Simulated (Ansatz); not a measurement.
Question: Name a neutral molecule of C, Cl, F, Ga, O and H with LUMO energy (PBE/def2-TZVPP) between -2.45 and -2.15 eV and HOMO–LUMO gap (PBE/def2-TZVPP) between 4.35 and 4.65 eV (Ansatz, PBE0-D4/def2-TZVP geometry).

Answer: `CC[O][Ga]([F])[Cl]` (-2.42 eV, 4.59 eV); `CC(C)(C)[O][Ga]([F])[Cl]` (-2.31 eV, 4.61 eV). Other molecules can fit too; these were computed, each in one conformer that needn't be the lowest.
